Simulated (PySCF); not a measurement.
# Trend along group 14: MSn molecules

CCSD(T) with double-zeta basis sets in PySCF, for the lowest determinant that a PBE0 search found; no spin–orbit coupling. De refers to high-spin ground-configuration atoms.

```csv
M,basis,"reference, frozen orbitals",state (unpaired electrons),Re (Å),ωe (cm⁻¹),De (eV)
C,def2-SVP,"ROHF, 5","triplet (σ ↑, π ↑)",2.041,653,2.76
Si,x2c-SVPall,"UHF, 23",triplet (π ↑↑),2.537,344,2.25
Ge,def2-SVP,"UHF, 13",triplet (π ↑↑),2.604,233,2.14
Sn,def2-SVP,"UHF, 8",triplet (π ↑↑),2.795,188,1.93
Pb,def2-SVP,"UHF, 8",triplet (π ↑↑),2.865,161,1.83
```

The shortest bond is that of SnC (2.041 Å), the longest that of SnPb (2.865 Å).

The rows differ in basis set, which adds steps of its own.

The state changes along the series, so neighbouring rows are not always alike in their bonding.

Correlated steps freeze the inner cores (5 to 23 orbitals); shallow outer-core shells are correlated. UHF and ROHF references stand side by side, which adds small steps between rows. Correlated levels converge slowly with the basis: in double zeta they bind strong bonds too weakly, by up to about 1 eV, and carry superposition errors of some tenths. These are scalar-relativistic numbers at best; spin–orbit coupling would shift them, the dissociation energy most. The CCSD T1 diagnostic is raised in SnC, a sign that a single reference may not be enough there. States were picked by a PBE0 search and need not be the measured ground states.
